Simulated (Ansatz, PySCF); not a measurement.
The pair A = HCl (SMILES Cl) (first 2 atoms), B = C3H6 (SMILES C=CC); geometry from B3LYP-D3(BJ)/def2-TZVP.
(charge 0, multiplicity 1):
```xyz
11

Cl     0.241     0.211     0.538
H      0.549     0.091     1.793
C      1.127    -0.519     3.953
C      0.218     0.440     4.107
C     -1.261     0.234     4.109
H      0.839    -1.557     3.827
H      2.188    -0.303     3.963
H      0.558     1.465     4.235
H     -1.733     0.807     3.306
H     -1.520    -0.817     3.976
H     -1.699     0.584     5.047
```

Rows in 6-31G* carry no dispersion term and start afresh at each structure (6-31G* with six Cartesian d functions).

Run with Ansatz (Gaussian basis) for Hartree–Fock, density functionals and correlated methods; PySCF for 6-31G* rows. 

Total energies (hartree), monomers frozen at their geometry in the pair:

```
structure                 HF/6-31G*  HF/aug-cc-pV(D+d)Z  PBE/def2-TZVPPD
---------------------  ------------  ------------------  ---------------
AB                     -577.1333905        -577.1825688     -578.4140465
A in the pair's basis  -460.0599099        -460.0945731     -460.6292529
B in the pair's basis  -117.0719084        -117.0870576     -117.7789903
A                      -460.0593630        -460.0943699     -460.6290939
B                      -117.0710253        -117.0866294     -117.7788992
```

### Question
Work out the interaction energy without and with the counterpoise correction, and the superposition error, for each level.

### Answer

E(AB) − E(A) − E(B), times 627.509 kcal/mol, with the monomers in their own basis and then in the pair's basis:
- HF/6-31G*: -1.88 uncorrected, -0.99 corrected; the monomers gain 0.90 kcal/mol from borrowed functions
- HF/aug-cc-pV(D+d)Z: -0.98 uncorrected, -0.59 corrected; the monomers gain 0.40 kcal/mol from borrowed functions
- PBE/def2-TZVPPD: -3.80 uncorrected, -3.64 corrected; the monomers gain 0.16 kcal/mol from borrowed functions

Ansatz is an electronic-structure program.
